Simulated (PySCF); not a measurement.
Bi(Me)2(SiH3) (C2H9BiSi), SMILES [CH3][Bi]([SiH3])[CH3].

Geometry: B3LYP-D3(BJ)/def2-SVP. The structure was generated by enumeration; whether it is a known compound was not checked. The def2 effective core potentials stand for the cores of Bi; spin–orbit coupling is left out.

These are HF/def2-TZVP run with PySCF values and carry that method's errors.

Gas-phase values at a fixed geometry.

```
Property                                                                                                          Value
---------------------------------------------------------------------------------------------  ------------------------
total energy                                                                                         -583.48378 hartree
point group                                                                                                          Cs
highest occupied level                                                                                         -8.70 eV
lowest empty level                                                                                              2.21 eV
orbital gap                                                                                                    10.91 eV
dipole moment                                                                                                    0.85 D
quadrupole, principal values (traceless, Buckingham form, about the centre of nuclear charge)     -2.12, 0.40, 1.72 D·Å
mean static polarisability                                                                       107.2 bohr³ (15.88 Å³)
polarisability, principal values                                                               96.0, 105.5, 120.0 bohr³
```
